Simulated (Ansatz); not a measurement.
`CS[SiH2]O[SiH3]`, charge 0, multiplicity 1.

(1) Give a relaxed structure at PBE0-D4/def2-TZVP (Ansatz 0.2.0). (An estimate is asked.)

Results:

(1) The calculation gave: 
```xyz
13

C    -0.636   -1.745   -1.164
S     1.055   -1.076   -1.172
Si    1.201   -0.441    0.842
O     0.208    0.815    1.181
Si   -0.432    2.127    0.432
H    -0.794   -2.216   -2.133
H    -0.753   -2.496   -0.382
H    -1.371   -0.951   -1.033
H     2.619   -0.048    1.025
H     0.808   -1.541    1.756
H    -1.391    1.698   -0.620
H     0.634    2.953   -0.190
H    -1.148    2.923    1.458
```
This is one stationary point; other conformers may exist.
